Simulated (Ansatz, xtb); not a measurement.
# Relative energy of two isomers of C6H6O2

Structure I is `Oc1ccccc1O`, a singlet and structure II is `Cc1ccoc(=O)c1`, a singlet. Both are isolated molecules in the gas phase, relaxed with r2SCAN-D4/def2-SVP; the shapes shown needn't be the lowest conformers.

I (Å):

```xyz
14

C    -3.5113    0.8016    0.9759
C    -3.2343   -0.4628    0.4544
C    -1.9083   -0.8848    0.2990
C    -0.8532   -0.0460    0.6636
C    -1.1234    1.2256    1.1882
C    -2.4425    1.6464    1.3433
O    -4.7880    1.2222    1.1312
O    -2.8201    2.8633    1.8433
H    -4.7494    2.1173    1.5036
H    -4.0756   -1.1027    0.1756
H    -1.7039   -1.8777   -0.1107
H     0.1831   -0.3721    0.5435
H    -0.3056    1.8949    1.4788
H    -2.0351    3.3786    2.0685
```

II (Å):

```yaml
atoms:
  - { symbol: C, position_ang: [-4.0525, -0.1399, 1.6756] }
  - { symbol: C, position_ang: [-2.8269, 0.5359, 1.1440] }
  - { symbol: C, position_ang: [-1.6079, -0.2147, 1.0146] }
  - { symbol: C, position_ang: [-0.5054, 0.4133, 0.5303] }
  - { symbol: C, position_ang: [-1.6512, 2.5241, 0.2569] }
  - { symbol: C, position_ang: [-2.8241, 1.8557, 0.7724] }
  - { symbol: O, position_ang: [-0.4938, 1.6957, 0.1665] }
  - { symbol: O, position_ang: [-1.5349, 3.6666, -0.0969] }
  - { symbol: H, position_ang: [-4.9080, 0.5468, 1.7260] }
  - { symbol: H, position_ang: [-4.3264, -0.9977, 1.0390] }
  - { symbol: H, position_ang: [-3.8639, -0.5429, 2.6846] }
  - { symbol: H, position_ang: [-1.5543, -1.2683, 1.2958] }
  - { symbol: H, position_ang: [0.4688, -0.0660, 0.3930] }
  - { symbol: H, position_ang: [-3.7207, 2.4758, 0.8485] }
```

Quicker runs give these differences E(II) − E(I): GFN2-xTB −3.8 kcal/mol; HF/STO-3G −1.0 kcal/mol (at GFN2-xTB geometries); r2SCAN-D4/def2-SVP//GFN2-xTB −0.3 kcal/mol.

Task: Estimate E(II) − E(I) at the level CCSD(T)/def2-SVP + ΔMP2/def2-TZVPP.

Result: Calculated at CCSD(T)/def2-SVP + ΔMP2/def2-TZVPP: E(II) − E(I) = +7.1 kcal/mol, so structure I lies lower.

Level by level:

| level | geometry | E(II) − E(I) (kcal/mol) | departure from the last row (kcal/mol) | job, with rough time for the two |
| --- | --- | --- | --- | --- |
| GFN2-xTB | GFN2-xTB | −3.8 | −10.9 | optimisation, 0.1 s |
| HF/STO-3G | GFN2-xTB | −1.0 | −8.1 | single point, 0.32 s |
| r2SCAN-D4/def2-SVP//GFN2-xTB | GFN2-xTB | −0.3 | −7.4 | single point, 3.4 s |
| r2SCAN-D4/def2-SVP | r2SCAN-D4/def2-SVP | +4.4 | −2.8 | optimisation, 62 s |
| HF/def2-SVP | r2SCAN-D4/def2-SVP | +4.5 | −2.7 | part of the CCSD(T) run |
| MP2/def2-SVP | r2SCAN-D4/def2-SVP | +6.8 | −0.3 | part of the CCSD(T) run |
| CCSD(T)/def2-SVP | r2SCAN-D4/def2-SVP | +3.1 | −4.1 | single point |
| CCSD(T)/def2-SVP + ΔMP2/def2-TZVPP | r2SCAN-D4/def2-SVP | +7.1 |  | single point, 72 s |

As drawn, II has 3 C–C, 2 C=C, 1 C=O, 2 C–H in place of 6 C∷C, 2 O–H (∷ is an aromatic bond). Structure I has a 6-membered ring (with an aromatic ring), II a 6-membered ring.

GFN2-xTB, HF/STO-3G put the two in the other order. r2SCAN-D4/def2-SVP//GFN2-xTB finds them nearly level. The largest departure from CCSD(T)/def2-SVP + ΔMP2/def2-TZVPP is that of GFN2-xTB, 10.9 kcal/mol. The last row adds to CCSD(T) the change of the MP2 difference between the two basis sets, here +4.1 kcal/mol, a large step that makes the value less sure.

With thermal terms from frequencies at re-optimised GFN2-xTB minima (ideal gas, soft modes damped towards free rotors, one conformer each, 298.15 K, 1 atm): on the last row, ΔE + ΔZPE = +6.9, ΔH = +7.1, ΔG = +6.3 kcal/mol.

The correlated steps freeze 8 core orbitals. Run with Ansatz 0.2.0, xtb 6.7.1; the last row on 4 threads of Arm Neoverse V2 on a shared host.
